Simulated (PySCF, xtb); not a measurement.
Si(F)(Cl)(Et)(OH) (C2H6ClFOSi), SMILES CC[Si](O)(F)Cl. One conformer was computed; it need not be the lowest.

Harmonic wavenumbers (cm⁻¹) from GFN2-xTB (xtb) at its own minimum, in rising order: 37, 109, 147, 177, 199, 241, 256, 266, 337, 484, 713, 733, 767, 823, 939, 995, 1030, 1077, 1235, 1300, 1418, 1470, 1506, 1506, 2974, 2991, 3030, 3040, 3051, 3627.

Question: What does B3LYP-D3(BJ)/def2-SVP run with PySCF give at its own minimum? (Estimate from the structure and the level; the computed values follow.)

Answer: 59, 127, 167, 194, 238, 281, 297, 319, 374, 513, 694, 709, 800, 895, 951, 975, 990, 1045, 1247, 1277, 1399, 1425, 1478, 1482, 3035, 3035, 3083, 3116, 3122, 3874. Paired by order, the mean absolute difference is 42 cm⁻¹ and the zero-point energies are 52.1 and 53.2 kcal/mol.
